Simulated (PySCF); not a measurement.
Si(Br)(OH)(NH2)2 (BrH₅N₂OSi), SMILES N[Si](N)(O)Br.

The structure is a stationary point at PBE0-D3(BJ)/def2-SVP. This is a generated structure with no PubChem entry under its InChIKey; it may be hypothetical. The values are those of a single conformer.

Two levels are set side by side: TDA-PBE/def2-SVPD (PySCF) and TDA-PBE0/def2-SVPD (PySCF). Vertical, same geometry. The lowest singlet is HOMO→LUMO 99 % with PBE and HOMO→LUMO 91 % with the other functional; states are paired by order. Differences are taken from unrounded values.

| quantity | TDA-PBE0 | TDA-PBE | TDA-PBE minus TDA-PBE0 |
|---|---|---|---|
| lowest singlet excitation (eV) | 6.63 | 5.71 | -0.93 |
| lowest triplet excitation (TDA) (eV) | 6.37 | 5.56 | -0.82 |
| first bright state (f over 0.05) (eV) | 7.25 | 6.35 | -0.89 |
| its oscillator strength | 0.09 | 0.06 | -0.03 |

Functionals without exact exchange tend to place singlet excitations lower, as here. Differences between two approximate levels are no errors against the true value.

Rough cost on one machine, each run with all the roots and properties that it gave: TDA-PBE0 against TDA-PBE about 3 times.
